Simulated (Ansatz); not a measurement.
Cost and result up the ladder for Si₄₇H₅₀, a nanocrystal cut from cubic silicon (97 atoms). Total charge 0; singlet. Geometry: r2SCAN-D4/def2-SVP.

```xyz
97

Si   -2.274   -1.289   -4.964
Si    1.695   -2.669   -4.084
Si   -0.878    2.240   -4.489
Si    2.670    1.024   -3.698
Si   -1.447   -3.929   -2.174
Si   -3.884    0.979   -2.426
Si   -3.313   -1.614    0.332
Si    2.083   -5.211   -1.315
Si    3.242   -1.542   -0.862
Si    0.236   -2.872    1.114
Si   -0.320   -0.309   -1.692
Si    0.837    3.343   -1.223
Si   -2.128    2.044    0.798
Si    1.408    0.764    1.570
Si   -2.766    4.550   -2.191
Si   -0.846    5.689    1.450
Si    4.966   -0.304    2.438
Si    4.403    2.093   -0.453
Si    2.628    4.367    2.041
Si   -2.753   -4.206    3.136
Si    1.915   -1.702    4.450
Si   -1.579   -0.554    3.597
Si   -0.373    3.045    4.096
Si   -2.812   -3.377   -4.010
Si    0.661   -4.511   -3.048
Si   -1.811    0.385   -3.377
Si    1.789   -0.855   -2.589
Si    1.200    1.655   -5.423
Si   -0.607    4.014   -2.959
Si    2.928    2.783   -2.155
Si   -1.229   -2.185   -0.605
Si   -4.207   -3.492    1.430
Si   -0.666   -4.752    2.201
Si   -4.856   -0.811   -1.251
Si   -3.586    2.754   -0.910
Si   -3.023    0.145    1.876
Si    2.332   -3.434    0.203
Si    3.511    0.221    0.666
Si    0.505   -1.118    2.659
Si    4.181   -1.989    3.882
Si   -0.053    1.452   -0.143
Si    1.142    5.070    0.351
Si   -1.822    3.761    2.382
Si    1.703    2.497    3.134
Si    4.710    3.854    1.076
Si   -2.492   -2.440    4.668
Si   -1.325    1.181    5.164
H    -1.115   -1.455   -5.896
H    -3.443   -0.817   -5.777
H     1.002   -2.301   -5.358
H     3.109   -3.039   -4.422
H    -1.821    2.678   -5.574
H     4.013    0.662   -4.265
H    -2.021   -5.136   -1.490
H    -4.787    1.430   -3.539
H     3.423   -5.590   -1.869
H     1.509   -6.402   -0.610
H     4.570   -1.886   -1.477
H    -3.659    4.690   -3.388
H    -2.792    5.847   -1.447
H    -1.789    6.419    0.549
H    -0.477    6.610    2.575
H     6.307   -0.688    1.889
H     5.149    0.942    3.252
H     5.716    1.700   -1.067
H     2.778    5.488    3.030
H    -3.333   -5.404    3.832
H     1.398   -2.938    5.121
H     1.839   -0.581    5.443
H    -0.186    4.177    5.066
H    -2.626   -4.439   -5.053
H    -4.253   -3.383   -3.611
H     0.472   -5.616   -4.047
H     1.038    0.531   -6.401
H     1.761    2.836   -6.157
H     0.004    5.191   -3.664
H     3.484    3.995   -2.847
H    -4.423   -4.591    0.434
H    -5.537   -3.127    2.018
H    -0.826   -5.869    1.215
H     0.282   -5.206    3.269
H    -5.332   -1.896   -2.164
H    -6.043   -0.295   -0.492
H    -4.911    3.111   -0.297
H    -4.363    0.494    2.460
H     3.231   -3.868    1.323
H     4.392   -3.333    3.263
H     4.988   -1.940    5.146
H     1.735    6.257   -0.354
H    -3.160    4.095    2.979
H     2.645    2.019    4.202
H     5.226    5.061    0.352
H     5.708    3.478    2.128
H    -3.825   -2.073    5.247
H    -1.595   -2.856    5.794
H    -2.678    1.547    5.696
H    -0.480    0.724    6.314
```

Ansatz on 11 threads of AMD EPYC 7R13 on a shared host and a whole NVIDIA H100 80GB HBM3. Times are rough, and most runs start from the orbitals of an earlier one. PBE0-D4/def2-SVP serves as the yardstick here, not as an exact answer. Differences are given only for rows in sets of like size (and for xTB, whose basis is part of the method), since another set adds its own error. Binding counts from free atoms at the same level (Si triplet, H doublet; other spins of the atoms weren't run), without zero-point energy or a counterpoise term.

B3LYP takes the VWN-RPA correlation. Single mean-field runs in 6-31G, def2-SVP, def2-mTZVP are fitted with def2-universal-jkfit.

```
                             level  functions  binding energy per atom (eV)  difference from PBE0-D4/def2-SVP (eV)
    PBE0-D4/def2-SVP (with forces)       1096                          3.46                                   0.00
LDA (SPW92)/def2-SVP (with forces)       1096                          3.83                                   0.37
                          HF/6-31G        711                          2.06                                      –
              r2SCAN-D4/def2-mTZVP       1184                          3.40                                      –
                r2SCAN-D4/def2-SVP       1096                          3.46                                   0.00
                    B3LYP-D4/6-31G        711                          3.12                                      –
                   PBE-D4/def2-SVP       1096                          3.47                                   0.00
```

Question: Estimate how long each takes.

Answer: HF/6-31G 7 s; PBE-D4/def2-SVP 7 s; r2SCAN-D4/def2-SVP 8.5 s; LDA (SPW92)/def2-SVP (with forces) 8.5 s; B3LYP-D4/6-31G 8.5 s; r2SCAN-D4/def2-mTZVP 10 s; PBE0-D4/def2-SVP (with forces) 19 s. On shared hardware such times vary by a factor of up to 3.
